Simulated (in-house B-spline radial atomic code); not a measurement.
A fraction x of an electron is removed from 3d in Zn III (Zn2+), starting from [Ar] 3d10 and keeping the highest spin. Method: scalar-relativistic (X2C) TPSS, spin-polarised, spherical fractional occupations, Fermi nucleus of rms radius 3.9283 fm. Calculated with an all-electron radial atomic-structure program (B-spline basis).

| x | E(x) - E(0) (eV) | 3d down level (eV) |
| --- | --- | --- |
| 0 | 0.0000 | -30.691 |
| 0.09 | 2.8346 | -32.304 |
| 0.13 | 4.1412 | -33.029 |
| 0.31 | 10.3839 | -36.351 |
| 0.5 | 17.6319 | -39.961 |
| 0.61 | 22.1448 | -42.097 |
| 0.68 | 25.1397 | -43.474 |
| 0.83 | 31.8847 | -46.469 |
| 0.91 | 35.6670 | -48.091 |
| 1 | 40.0781 | -49.936 |

The exact functional would give a straight line between the two integer points. Deviations E(x) - E(0) - x[E(1) - E(0)], in eV: -0.772 at x = 0.09, -1.069 at x = 0.13, -2.04 at x = 0.31, -2.407 at x = 0.5, -2.303 at x = 0.61, -2.113 at x = 0.68, -1.38 at x = 0.83, -0.804 at x = 0.91.

The curve lies below the straight line by up to 2.407 eV (at x = 0.5): convex, the delocalisation error that favours fractional charges.

Problem. How well does Slater's transition state (minus the level at half occupation) give the ionisation energy?

Solution. It gives 39.961 eV against 40.078 eV from the two total energies; NIST lists 39.72 eV, ground level to ground level.
